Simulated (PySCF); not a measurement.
An equivalent PySCF input for Kr²⁺ (krypton, charge +2), [Ar] 3d10 4s2 4p4, high-spin 3P determinant, with the non-relativistic Hamiltonian (point nucleus):

```python
from pyscf import gto, scf, dft, mp, cc
import basis_set_exchange as bse
mol = gto.M(atom="Kr 0 0 0", charge=2, spin=2, symmetry="D2h",
            basis=gto.basis.parse(bse.get_basis("pcseg-2", elements=["Kr"], fmt="nwchem", header=False)))
mf = dft.UKS(mol, xc="MN15")
mf.irrep_nelec = {'Ag': (6, 6), 'B1g': (1, 1), 'B2g': (1, 1), 'B3g': (1, 1), 'B1u': (3, 2), 'B2u': (3, 3), 'B3u': (3, 2)}
mf.kernel()
```

It reaches the same state as the run whose output follows, with an energy that differs only through the grid. The run itself started from symmetry-adapted Hartree-Fock orbitals and held the occupation by maximum overlap, on a logarithmic radial grid, so the iterations belong to that start.

```
SCF conv_tol = 1e-09
number electrons alpha = 18  beta = 16
XC functionals = MN15
    H. S. Yu, X. He, S. L. Li, and D. G. Truhlar.,  Chem. Sci. 7, 5032-5051 (2016)
    H. S. Yu, X. He, S. L. Li, and D. G. Truhlar.,  Chem. Sci. 7, 5032-5051 (2016)
cycle= 1 E= -2752.82757881342  delta_E= -0.0359  |g|= 0.168  |ddm|= 0.323
cycle= 2 E= -2752.82961301514  delta_E= -0.00203  |g|= 0.0935  |ddm|= 0.104
cycle= 3 E= -2752.83061041121  delta_E= -0.000997  |g|= 0.00259  |ddm|= 0.0436
cycle= 4 E= -2752.83061239748  delta_E= -1.99e-06  |g|= 0.0004  |ddm|= 0.0023
cycle= 5 E= -2752.83061245902  delta_E= -6.15e-08  |g|= 2.14e-05  |ddm|= 0.000403
cycle= 6 E= -2752.83061245917  delta_E= -1.54e-10  |g|= 5.57e-07  |ddm|= 2.19e-05
converged SCF energy = -2752.83061245917  <S^2> = 2.0029028  2S+1 = 3.0019346
```
